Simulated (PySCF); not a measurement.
Excitation energy of P⁺ by level of theory

P⁺ [Ne] 3s2 3p2 (3P) → P⁺ [Ne] 3s2 3p1 4s1 (3P), as a difference of total energies. Calculation: PySCF 2.14, in aug-cc-pVDZ-DK (5s4p2d, 27 functions); the spin-free X2C one-electron Hamiltonian (Gaussian nucleus). Correlated levels: valence: [Ne] frozen. The calculations carry no spin-orbit coupling.

| method | excitation energy (eV) | error (eV) |
| --- | --- | --- |
| UHF | 10.537 | -0.203 |
| MP2 (valence) | 10.599 | -0.141 |
| SCS-MP2 (valence) | 10.574 | -0.166 |
| CCSD (valence) | 10.618 | -0.122 |
| CCSD(T) (valence) | 10.592 | -0.148 |
| CCSDT (valence) | 10.589 | -0.151 |

Reference: 10.740 eV (measured; NIST levels, between the centres of gravity of the two terms).

Errors of the correlated levels include the incompleteness of this basis and the frozen core.
